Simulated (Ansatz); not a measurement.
Geometry optimisation, Ansatz, RKS PBE-D4/6-31G*.

The input (input.yaml):

```yaml
crystal:
  periodic: [false, false, false]
  atoms:
    - { symbol: B, position_ang: [0.0, 0.0, 0.0] }
    - { symbol: H, position_ang: [0.0, 0.0, 1.54] }
    - { symbol: F, position_ang: [1.1431, 0.0, -0.66] }
    - { symbol: C, position_ang: [-1.3856, 0.0, -0.8] }
    - { symbol: H, position_ang: [-1.9458, -0.9305, -0.5708] }
    - { symbol: H, position_ang: [-1.9898, 0.8797, -0.4946] }
    - { symbol: H, position_ang: [-1.1839, 0.0508, -1.8903] }
    - { symbol: S, position_ang: [0.0982, 2.076, 0.6906] }
    - { symbol: H, position_ang: [0.6507, 2.1151, 1.9763] }
    - { symbol: H, position_ang: [0.0413, 0.8741, 1.6662] }
basis:
  gaussian: { orbitals: "6-31G*" }
hamiltonian:
  xc: pbe
  dispersion: d4
relax:
  f_tol: 0.15
  max_steps: 25
  restrain:
    - { distance: [0, 7], at: 3.09, k: 30.0 }
    - { distance: [9, 1], at: 1.86, k: 30.0 }
    - { distance: [0, 1], at: 1.19, k: 30.0 }
    - { distance: [9, 7], at: 1.4, k: 30.0 }
```

Run as:

```bash
$ ansatz run input.yaml --threads 1 --pin off --max-ram 2048MiB --backend cpu --events-out ev --progress --plain --runs-dir out
```

**Question.** Where does it end, and by what steps?

**Answer.** It converged. The restraints hold the end off the free minimum; the threshold counts their pulls, which the force column leaves out. Restrained pairs: B1–S8 (2.19 → 3.09 Å), H2–H10 (0.88 → 1.87 Å), B1–H2 (1.54 → 1.20 Å), S8–H10 (1.55 → 1.38 Å). After 8 steps the energy has fallen by 3.065 eV (the restraints' own energy left out); H9 moved furthest, 0.81 Å.

| step | energy less start (eV) | largest force component (eV/Å) | accepted |
| --- | --- | --- | --- |
| 0 | 0.0000 | 3.667 | yes |
| 1 | -0.7563 | 1.866 | yes |
| 2 | -1.1299 | 2.464 | yes |
| 3 | -1.9762 | 2.134 | yes |
| 4 | -2.7421 | 1.338 | yes |
| 5 | -2.9902 | 1.021 | yes |
| 6 | -3.0392 | 0.524 | yes |
| 7 | -3.0539 | 0.610 | yes |
| 8 | -3.0652 | 0.600 | yes |

```xyz
10
Properties=species:S:1:pos:R:3
B -0.069 -0.289 0.014
H -0.114 -0.516 1.194
F 1.150 -0.375 -0.537
C -1.353 -0.068 -0.852
H -1.915 -1.022 -0.907
H -2.045 0.651 -0.378
H -1.143 0.264 -1.882
S -0.091 2.527 1.293
H 1.199 2.648 1.706
H -0.189 1.245 1.806
```

The run took 22 s on 1 thread of Intel(R) Xeon(R) Platinum 8124M CPU @ 3.00GHz (Skylake/Cascade Lake) (shared host), peak memory 0.16 GiB.
